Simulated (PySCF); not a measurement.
A mixed set of molecules.

All values: wB97X-D/def2-SVPD (PySCF) at PBE0-D3(BJ)/def2-SVP geometries, gas phase, one conformer each. Core orbitals are frozen in the response; Δα² is half the sum of the squared differences of the principal polarisabilities. The calculation is non-relativistic, for germanium too. Dipoles and anisotropies that the point group forbids are given as zero.

(1) Rank by HOMO–LUMO gap, lowest first.
A. `C/C(=C/C(F)F)CF`
B. `F[C@@H]1CCCC1(F)F`
C. `CC(C)(C)C(C)(C)C`
D. `F[C@H]1OC(OC[C@H]1Cl)=O`
E. `O=C1C=CCC[C@@H]1[O][GeH3]`

(2) Rank by dipole moment, highest first.
A. tetramethylbutane (`CC(C)(C)C(C)(C)C`)
B. `[F:1][C@@H:2]1[CH2:3][CH2:4][CH2:5][C:6]1([F:7])[F:8]` with F1–C2–C3–C4 -73°, C2–C3–C4–C5 -28°, C3–C4–C5–C6 3°, C4–C5–C6–F7 147°
C. `[CH3:1]/[C:2](=[CH:3]/[CH:4]([F:5])[F:6])[CH2:7][F:8]` with C2–C3–C4–F5 -141°, C1–C2–C7–F8 175°
D. `[O:1]=[C:2]1[O:3][CH2:4][C@@H:5]([Cl:6])[C@@H:7]([F:8])[O:9]1` with O1–C2–O3–C4 177°, C2–O3–C4–C5 30°, O3–C4–C5–Cl6 -176°, C4–C5–C7–F8 -61°
E. `[O:1]=[C:2]1[CH:3]=[CH:4][CH2:5][CH2:6][C@@H:7]1[O:8][GeH3:9]` with C6–C7–O8–Ge9 171°, O1–C2–C3–C4 -173°, C3–C4–C5–C6 -22°, C4–C5–C6–C7 50°, C5–C6–C7–O8 66°

(3) Rank by HOMO energy, lowest first.
A. `CC(C)(C)C(C)(C)C`
B. `[C@@H]1(F)[C@@H](COC(=O)O1)Cl`
C. `C1C[C@H]([O][GeH3])C(C=C1)=O`
D. `C/C(=C/C(F)F)CF`

## Answers

(1) E (8.93 eV), A (11.06 eV), D (12.40 eV), C (12.53 eV), B (13.33 eV).

(2) C (4.27 D), D (3.88 D), E (2.79 D), B (2.55 D), A (0.00 D).

(3) B (-11.07 eV), A (-10.28 eV), D (-9.75 eV), C (-8.90 eV).

All values together:

```csv
SMILES,formula,μ (D),HOMO (eV),LUMO (eV),α (Å³),Δα (Å³),electrons,α per electron (Å³),ΔSCF removal energy (eV)
O=C1C=CCC[C@@H]1[O][GeH3],C6H10GeO2,2.79,-8.90,0.03,15.45,4.65,94,0.164,8.92
C/C(=C/C(F)F)CF,C5H7F3,4.27,-9.75,1.30,9.65,3.96,64,0.151,9.99
F[C@@H]1CCCC1(F)F,C5H7F3,2.55,-11.04,2.29,8.64,0.78,64,0.135,11.36
CC(C)(C)C(C)(C)C,C8H18,0.00,-10.28,2.25,14.44,1.01,66,0.219,10.27
O=C1OC[C@@H](Cl)[C@@H](F)O1,C4H4ClFO3,3.88,-11.07,1.32,10.30,4.84,78,0.132,–
```

Conformers: `[O:1]=[C:2]1[CH:3]=[CH:4][CH2:5][CH2:6][C@@H:7]1[O:8][GeH3:9]` with C6–C7–O8–Ge9 171°, O1–C2–C3–C4 -173°, C3–C4–C5–C6 -22°, C4–C5–C6–C7 50°, C5–C6–C7–O8 66°; `[CH3:1]/[C:2](=[CH:3]/[CH:4]([F:5])[F:6])[CH2:7][F:8]` with C2–C3–C4–F5 -141°, C1–C2–C7–F8 175°; `[F:1][C@@H:2]1[CH2:3][CH2:4][CH2:5][C:6]1([F:7])[F:8]` with F1–C2–C3–C4 -73°, C2–C3–C4–C5 -28°, C3–C4–C5–C6 3°, C4–C5–C6–F7 147°; `[O:1]=[C:2]1[O:3][CH2:4][C@@H:5]([Cl:6])[C@@H:7]([F:8])[O:9]1` with O1–C2–O3–C4 177°, C2–O3–C4–C5 30°, O3–C4–C5–Cl6 -176°, C4–C5–C7–F8 -61°.

A dash marks a removal energy that wasn't run or isn't settled.
